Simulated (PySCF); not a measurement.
W(O)2(NH2)2 (H₄N₂O₂W), SMILES [NH2][W](=[O])([NH2])=[O], multiplicity 1.

Geometry: PBE-D3(BJ)/def2-SVP. The spin state was assumed, not searched. The def2 effective core potentials stand for the cores of W; spin–orbit coupling is left out. Other conformers were not sampled.

Calculation: PBE-D3(BJ)/def2-SVP (PySCF 2.14.0).

Frequencies are harmonic and unscaled.

```
mode  ν (cm⁻¹)  IR (km/mol)  moving atoms (share of kinetic energy)
----  --------  -----------  --------------------------------------
1          158          0.0                  H 49 %, O 30 %, N 21 %
2          201          1.8          N 38 %, O 26 %, H 22 %, W 13 %
3          205          3.4                   N 71 %, H 20 %, W 8 %
4          226          8.1                  O 68 %, N 14 %, W 13 %
5          286          1.7                                  O 88 %
6          320          0.0                          H 67 %, O 27 %
7          334          1.6                                  H 98 %
8          392        115.5                          H 79 %, N 21 %
9          415        269.0                          H 78 %, N 19 %
10         623          0.0                          H 80 %, N 19 %
11         630         12.4                          H 79 %, N 18 %
12         680        124.8                  N 74 %, H 13 %, W 13 %
13         689         28.8                          N 79 %, H 14 %
14         950        174.8                          O 87 %, W 12 %
15         978         51.4                                  O 95 %
16        1458         46.0                          H 89 %, N 11 %
17        1461         14.2                          H 89 %, N 11 %
18        3478        150.5                                  H 96 %
19        3482         42.7                                  H 96 %
20        3579          0.0                           H 91 %, N 9 %
21        3579         94.1                           H 91 %, N 9 %
```
